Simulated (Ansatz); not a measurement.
Start from `[F][In]([F])[F]` and change one atom or group to get `[F][In]([F])[Cl]`.

Ansatz, PBE0-D4/def2-TZVP geometries, multiplicity 1. 

Elements past krypton have def2 core potentials.

```json
{"property": "HOMO energy (B3LYP/def2-TZVPP) / eV", "`[F][In]([F])[F]`": "-10.87"}
{"property": "LUMO energy (B3LYP/def2-TZVPP) / eV", "`[F][In]([F])[F]`": "-3.83"}
{"property": "size of the dipole moment (PBE/def2-TZVPP) / D", "`[F][In]([F])[F]`": "0.00"}
{"property": "size of the dipole moment (ωB97M-V/def2-TZVPP) / D", "`[F][In]([F])[F]`": "0.00"}
{"property": "LUMO energy (PBE/def2-TZVPP) / eV", "`[F][In]([F])[F]`": "-4.36"}
{"property": "HOMO energy (PBE0/def2-TZVPP) / eV", "`[F][In]([F])[F]`": "-11.14"}
```

(1) Give the same properties after the change, and the shifts. (Best estimate.)

Results:

(1) Ansatz gave: 
| property | `[F][In]([F])[Cl]` | shift |
| --- | --- | --- |
| HOMO energy (B3LYP/def2-TZVPP) / eV | -9.62 | 1.25 |
| LUMO energy (B3LYP/def2-TZVPP) / eV | -3.55 | 0.28 |
| size of the dipole moment (PBE/def2-TZVPP) / D | 1.13 | 1.13 |
| size of the dipole moment (ωB97M-V/def2-TZVPP) / D | 1.19 | 1.19 |
| LUMO energy (PBE/def2-TZVPP) / eV | -4.10 | 0.26 |
| HOMO energy (PBE0/def2-TZVPP) / eV | -9.90 | 1.24 |

With PBE0 the HOMO rises by 1.24 eV and the LUMO rises by 0.24 eV, so the gap narrows by about 1.00 eV. PBE moves the HOMO by 0.76 eV and ωB97M-V by 1.43 eV.

B3LYP here is the variant with VWN-RPA as its local correlation; programs differ in this.
